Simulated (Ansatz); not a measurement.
Isolated molecules relaxed with PBE0-D4/def2-TZVP in Ansatz; ΔE leaves out vibrations. CCSD(T)/CBS is the MP2 limit (def2-TZVPP, def2-QZVPP) plus CCSD(T) − MP2 in def2-TZVPP, frozen cores. This one scheme is used for every species. Functionals use def2-TZVPP. Elements past krypton have def2 core potentials. For In, Se outer-core shells are correlated without core-valence functions, which leaves a few kJ/mol of doubt a bond. Scalar relativity is left out up to krypton. Each species was taken in one conformer, which may not be the lowest.

Consider the ligand exchange at the In–O bond: `C[O][InH][Cl]` + H₂Se → `[Cl][InH][SeH]` + CH₃OH.

```
  level  ΔE (kJ/mol)
ωB97X-V        -79.5
   PBE0        -92.2
r2SCANh        -86.2
  BHLYP        -89.8
```

Problem. What does CCSD(T)/CBS give? (An estimate is asked.)

Solution. Computed: -82.2 kJ/mol. The listed levels differ from it by 2.7, -10.0, -4.0, -7.6 kJ/mol.

Largest T1 diagnostic among the species: 0.016.

In def2-TZVPP, CCSD(T) changes the Hartree–Fock value by +15.4 kJ/mol (the triples alone add +2.7 kJ/mol) and MP2 by +11.4 kJ/mol. From PBE to PBE0 (25 % exact exchange), in def2-TZVPP and without D4, ΔE moves by −9.0 kJ/mol.
